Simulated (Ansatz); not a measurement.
Two isomers of H8OSi3: A = `O[SiH]([SiH3])[SiH3]`, B = `[SiH3]O[SiH2][SiH3]`.

Computed with Ansatz on PBE0-D4/def2-TZVP structures; ΔE is electronic, products minus reactants. CCSD(T)/CBS adds triple-zeta CCSD(T) − MP2 to the extrapolated MP2 energy (def2 sets, frozen cores). DFT in def2-TZVPP. B3LYP here is the variant with VWN-RPA as its local correlation; programs differ in this. Each species was taken in one conformer, which may not be the lowest.

A:

Z-matrix (Å, degrees):
```
Si
Si 1 2.339
Si 1 2.349 2 110.8
O 1 1.660 2 106.9 3 122.6
H 1 1.496 2 109.0 3 -117.5
H 2 1.489 1 108.2 3 58.5
H 2 1.487 1 110.5 3 -60.3
H 2 1.487 1 111.5 3 178.2
H 3 1.491 1 110.7 2 175.3
H 3 1.489 1 109.6 2 -65.2
H 3 1.488 1 111.2 2 55.0
H 4 0.958 1 117.3 2 -179.7
```

B:

```xyz
12

Si   -1.791   -0.433    1.168
O    -0.689   -1.170    0.213
Si    0.671   -0.979   -0.683
Si    1.387    1.257   -0.710
H    -1.482    1.019    1.269
H    -3.143   -0.609    0.583
H    -1.754   -1.039    2.523
H     0.394   -1.436   -2.072
H     1.742   -1.844   -0.119
H     1.703    1.733    0.664
H     0.344    2.144   -1.292
H     2.617    1.357   -1.544
```

**Question.** Which isomer does CCSD(T)/CBS put lower? Give the gap. (An estimate is asked.)

**Answer.** The calculation gave: B, by 104.6 kJ/mol.

**Question.** Give E(B) − E(A) in kJ/mol with CCSD(T)/def2-TZVPP, r2SCAN-D4, LDA (SPW92), PBE0-D4, CCSD(T)/def2-SVP, B3LYP, CCSD/def2-TZVPP. (Estimate.)

**Answer.** The calculation gave: CCSD(T)/def2-TZVPP -104.7, r2SCAN-D4 -96.3, LDA (SPW92) -78.7, PBE0-D4 -85.9, CCSD(T)/def2-SVP -101.6, B3LYP -103.9, CCSD/def2-TZVPP -108.8. None reverses the order clearly.

**Question.** Does the order hold for the free energy at 298.15 K (harmonic terms from PBE0-D4)? (Estimate.)

**Answer.** Ansatz gave: Yes: G(B) − G(A) = -110.3 kJ/mol, for one conformer each. Modes under 60 cm⁻¹, often nearly free rotors, make the harmonic entropy too high.

Largest T1 diagnostic: 0.013.

At CCSD(T), def2-SVP lies +3.0 kJ/mol from the extrapolated value and def2-TZVPP −0.1 kJ/mol. From r2SCAN to r2SCAN0 (25 % exact exchange), in def2-TZVPP and without D4, E(B) − E(A) moves by −4.3 kJ/mol.
